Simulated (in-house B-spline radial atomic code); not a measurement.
**Binding energies in Rb⁷⁺**

NIST's tabulated ground configuration is [Ar] 3d10 4s2; each binding energy is the energy of the ion with one electron taken from that subshell, relaxed, less that of the parent. Method: Dirac-Hartree-Fock, average of configuration, Fermi nucleus of rms radius 4.2036 fm. Calculated with a radial B-spline atomic code at the basis-set limit. Energies include first-order Breit, QED and recoil terms.

| subshell | X-ray name | binding energy (eV) | -ε (eV) | relaxation (eV) |
| --- | --- | --- | --- | --- |
| 1s | K | 15326.3 | 15410.5 | 48.1 |
| 2s | L1 | 2195.4 | 2220.4 | 21.8 |
| 2p1/2 | L2 | 1989.4 | 2016.9 | 24.4 |
| 2p3/2 | L3 | 1929.6 | 1955.6 | 23.8 |
| 3s | M1 | 445.7 | 450.5 | 4.3 |
| 3p1/2 | M2 | 370.5 | 375.4 | 4.5 |
| 3p3/2 | M3 | 361.2 | 365.7 | 4.3 |
| 3d3/2 | M4 | 231.1 | 235.9 | 4.8 |
| 3d5/2 | M5 | 229.6 | 234.3 | 4.7 |
| 4s | N1 | 130.5 | 130.8 | 0.2 |

Relaxation = -ε minus the binding energy without Breit, QED and recoil terms.

Emission lines follow as differences of binding energies, with λ = 12398.42 eV·Å / E:

| line | holes | energy (eV) | wavelength (Å) |
| --- | --- | --- | --- |
| K-L3 | 1s → 2p3/2 | 13396.7 | 0.92548 |
| K-L2 | 1s → 2p1/2 | 13336.9 | 0.92963 |
| K-M3 | 1s → 3p3/2 | 14965.1 | 0.82849 |
| L3-M5 | 2p3/2 → 3d5/2 | 1700.0 | 7.2932 |
| L2-M4 | 2p1/2 → 3d3/2 | 1758.3 | 7.0514 |
| L1-M3 | 2s → 3p3/2 | 1834.2 | 6.7596 |
| L3-M1 | 2p3/2 → 3s | 1483.9 | 8.3553 |

Question: What screening constant σ does Moseley's law, E = (3/4)·13.6057 eV·(Z - σ)², need for K-L3?

Answer: σ = 0.77.

Question: What does it cost to remove both a 3p3/2 and a 3p1/2 electron?

Answer: 769.03 eV, which is 37.35 eV more than the two single binding energies together.

Question: What does it cost to remove both a 2p3/2 and a 2p1/2 electron?

Answer: 4026.2 eV, which is 107.2 eV more than the two single binding energies together.

Question: What does it cost to remove both a 3p1/2 and a 3d3/2 electron?

Answer: 636.63 eV, which is 35.04 eV more than the two single binding energies together.
